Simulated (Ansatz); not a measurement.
Which is lower?

Two relaxed structures of SiH2SO2, singlet (PBE0-D4/def2-TZVP; forces vanish, vibrations not checked).

A:

```json
{"atom": "O1", "x (Å)": "-0.0941", "y (Å)": "1.3412", "z (Å)": "-0.1286"}
{"atom": "Si2", "x (Å)": "-0.3493", "y (Å)": "-0.1482", "z (Å)": "-0.2700"}
{"atom": "O3", "x (Å)": "1.1681", "y (Å)": "-0.7920", "z (Å)": "0.6758"}
{"atom": "S4", "x (Å)": "-1.3176", "y (Å)": "-1.7447", "z (Å)": "-0.7975"}
{"atom": "H5", "x (Å)": "1.1077", "y (Å)": "-1.6685", "z (Å)": "1.0783"}
{"atom": "H6", "x (Å)": "1.5594", "y (Å)": "-0.1301", "z (Å)": "1.2632"}
```

B:

```
atom    x (Å)    y (Å)    z (Å)
  O1  -0.2525   1.3033  -0.1278
 Si2  -0.4898  -0.2946  -0.1162
  O3   0.6146  -0.8175   0.9404
  S4  -1.7812  -1.3290  -1.1215
  H5  -0.8371   1.7890  -0.7160
  H6   0.6176  -1.7690   1.0760
```

Program: Ansatz 0.2.0. Basis: def2-TZVPP. Cores are frozen in the correlated methods. B3LYP uses VWN-RPA correlation.

(1) Which structure is lower at CCSD(T), and by how much? (An estimate is asked for; the value comes from the calculation.)

The T1 diagnostic stays at or below 0.017.

## Answers

(1) Computed: B, by 46.55 kcal/mol (electronic energy, against the other). By their contacts, A is SiH₂SO₂ ([O][Si]([OH2])[S]) and B is SiH₂SO₂ ([OH][Si]([OH])[S]).

All methods give the same order:

| method | E(B) − E(A) (kcal/mol) |
| --- | --- |
| PBE-D4 | -42.10 |
| r2SCAN-D4 | -45.83 |
| PBE0-D4 | -46.31 |
| B3LYP-D4 | -45.32 |
| wB97M-V | -46.23 |
| HF | -54.17 |
| MP2 | -45.55 |
| CCSD | -48.26 |
| CCSD(T) | -46.55 |

Labels in which every atom is bracketed show which atoms are joined, not bond orders.

For scale, one of the runs: CCSD(T)/def2-TZVPP, 174 basis functions, launched by `ansatz run in.yaml --threads 2 --pin off --events-out ev --progress --plain --max-ram 4352MiB`. Hardware: 2 CPU threads of an Arm Neoverse V1, shared host. Wall time 39 s; peak host memory 1.5 GiB.
